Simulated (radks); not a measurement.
Species: Bi XVIII. Configuration: [Kr] 4d10 4f14 5s2 5p4.

All-electron calculation, scalar-relativistic Kohn-Sham, LB94 model potential, spin-polarised, spherical densities, finite nucleus; open shells are filled with parallel spins first (spin-orbit coupling, left out, can overturn this in heavy ions); Fermi nuclear charge, rms radius 5.5211 fm. Program: a radial shooting solver on a logarithmic mesh with Libxc functionals.

Energy parts (eV):
| part | energy |
|---|---|
| kinetic | 662623.69 |
| electron-nucleus | -1434340.36 |
| Hartree | 199070.55 |
(The LB94 potential has no energy functional, so no total or exchange-correlation energy is given.)

Orbitals (lengths in bohr, moments of r in powers of bohr; <r^-3> diverges for s and p1/2; r(max) is where P^2 peaks):
| orbital | occ. | eigenvalue (eV) | <r^4> | <r^2> | <r^-3> | r(max) |
|---|---|---|---|---|---|---|
| 1s up | 1 | -91293.47 | 3.310e-07 | 0.0003454 | - | 0.009655 |
| 1s down | 1 | -91293.44 | 3.310e-07 | 0.0003454 | - | 0.009655 |
| 2s up | 1 | -16737.95 | 0.00004743 | 0.005226 | - | 0.05614 |
| 2s down | 1 | -16737.68 | 0.00004743 | 0.005226 | - | 0.05614 |
| 2p up | 3 | -14385.64 | 0.00003962 | 0.004467 | 31230 | 0.04685 |
| 2p down | 3 | -14385.26 | 0.00003963 | 0.004467 | 31230 | 0.04685 |
| 3s up | 1 | -4331.730 | 0.001693 | 0.03355 | - | 0.1583 |
| 3s down | 1 | -4331.430 | 0.001693 | 0.03355 | - | 0.1583 |
| 3p up | 3 | -3659.080 | 0.001895 | 0.03482 | 7281 | 0.1587 |
| 3p down | 3 | -3658.785 | 0.001895 | 0.03482 | 7280 | 0.1587 |
| 3d up | 5 | -2981.866 | 0.001451 | 0.02882 | 879.0 | 0.1292 |
| 3d down | 5 | -2981.626 | 0.001451 | 0.02882 | 879.0 | 0.1292 |
| 4s up | 1 | -1276.693 | 0.03659 | 0.1597 | - | 0.3553 |
| 4s down | 1 | -1276.342 | 0.03667 | 0.1599 | - | 0.3554 |
| 4p up | 3 | -1056.327 | 0.04880 | 0.1826 | 1803 | 0.3753 |
| 4p down | 3 | -1056.126 | 0.04893 | 0.1828 | 1800 | 0.3754 |
| 4d up | 5 | -803.6039 | 0.06335 | 0.2022 | 194.7 | 0.3805 |
| 4d down | 5 | -803.5640 | 0.06351 | 0.2025 | 194.3 | 0.3807 |
| 4f down | 7 | -524.7928 | 0.08551 | 0.2170 | 41.17 | 0.3387 |
| 4f up | 7 | -524.7740 | 0.08549 | 0.2167 | 41.25 | 0.3386 |
| 5s up | 1 | -506.6540 | 0.6249 | 0.6741 | - | 0.7463 |
| 5s down | 1 | -506.5150 | 0.6174 | 0.6700 | - | 0.7447 |
| 5p up | 3 | -435.5636 | 0.9029 | 0.8087 | 454.3 | 0.8160 |
| 5p down | 1 | -434.8856 | 0.8920 | 0.8033 | 460.9 | 0.8135 |
| 5d up | 0 | -349.9404 | 1.455 | 1.020 | 45.40 | 0.9101 |
| 5d down | 0 | -348.7275 | 1.441 | 1.013 | 46.16 | 0.9065 |
| 6s up | 0 | -277.7358 | 5.700 | 2.071 | - | 1.385 |
| 6s down | 0 | -276.4249 | 5.732 | 2.078 | - | 1.385 |

The highest occupied level is 5p down at -434.89 eV. For comparison, the ionisation energy in NIST's Atomic Spectra Database is 436 eV (theoretical). In exact Kohn-Sham theory the highest level is minus the ionisation energy, but local and semilocal functionals leave it too shallow, through self-interaction and a potential that decays too fast; potentials with the right tail come closer. The density falls to 0.001 e/bohr^3 at r = 1.84 bohr.
